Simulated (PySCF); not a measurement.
**PBE on Ni²⁺ (nickel, charge +2)**

Configuration: [Ar] 3d8, high-spin 3F determinant. Computed with PySCF 2.14 in 6-31G* (5s4p2d1f, 34 functions), with no relativity, point nucleus.

```json
{
 "Total energy": "-1506.810 hartree",
 "One-electron energy": "-2072.753 hartree",
 "Hartree (Coulomb) energy": "628.350 hartree",
 "Exchange-correlation energy": "-62.406 hartree",
 "Kinetic energy": "1504.87493 hartree",
 "⟨S²⟩": "2.0003",
 "⟨L²⟩": "12.003",
 "Sum of ⟨r⟩": "15.65 bohr",
 "Sum of ⟨r²⟩": "15.12 bohr²",
 "Density at the nucleus (Gaussians lack the cusp)": "14000 bohr⁻³",
 "Spin density at the nucleus": "0.0679 bohr⁻³",
 "Langevin diamagnetic susceptibility": "-12.0 ×10⁻⁶ cm³/mol",
 "Time after the integrals": "0.36 s of wall time on 1 thread of Intel(R) Xeon(R) 6975P-C (shared host)"
}
```

```json
{"shell": "1s α", "electrons": "1", "mean orbital energy (hartree)": "-299.19759", "spread (hartree)": "0", "rms radius, mean of both spins (bohr)": "0.0635"}
{"shell": "1s β", "electrons": "1", "mean orbital energy (hartree)": "-299.19743", "spread (hartree)": "0", "rms radius, mean of both spins (bohr)": "0.0635"}
{"shell": "2s α", "electrons": "1", "mean orbital energy (hartree)": "-36.10622", "spread (hartree)": "0", "rms radius, mean of both spins (bohr)": "0.269"}
{"shell": "2s β", "electrons": "1", "mean orbital energy (hartree)": "-36.06450", "spread (hartree)": "0", "rms radius, mean of both spins (bohr)": "0.269"}
{"shell": "2p α", "electrons": "3", "mean orbital energy (hartree)": "-31.61442", "spread (hartree)": "0", "rms radius, mean of both spins (bohr)": "0.240"}
{"shell": "2p β", "electrons": "3", "mean orbital energy (hartree)": "-31.58344", "spread (hartree)": "0", "rms radius, mean of both spins (bohr)": "0.240"}
{"shell": "3s α", "electrons": "1", "mean orbital energy (hartree)": "-4.68810", "spread (hartree)": "0", "rms radius, mean of both spins (bohr)": "0.806"}
{"shell": "3s β", "electrons": "1", "mean orbital energy (hartree)": "-4.59826", "spread (hartree)": "0", "rms radius, mean of both spins (bohr)": "0.806"}
{"shell": "3p α", "electrons": "3", "mean orbital energy (hartree)": "-3.31584", "spread (hartree)": "0", "rms radius, mean of both spins (bohr)": "0.854"}
{"shell": "3p β", "electrons": "3", "mean orbital energy (hartree)": "-3.22751", "spread (hartree)": "0", "rms radius, mean of both spins (bohr)": "0.854"}
{"shell": "3d α", "electrons": "5", "mean orbital energy (hartree)": "-1.02776", "spread (hartree)": "0.04738", "rms radius, mean of both spins (bohr)": "1.06"}
{"shell": "3d β", "electrons": "3", "mean orbital energy (hartree)": "-0.96572", "spread (hartree)": "0", "rms radius, mean of both spins (bohr)": "1.06"}
```
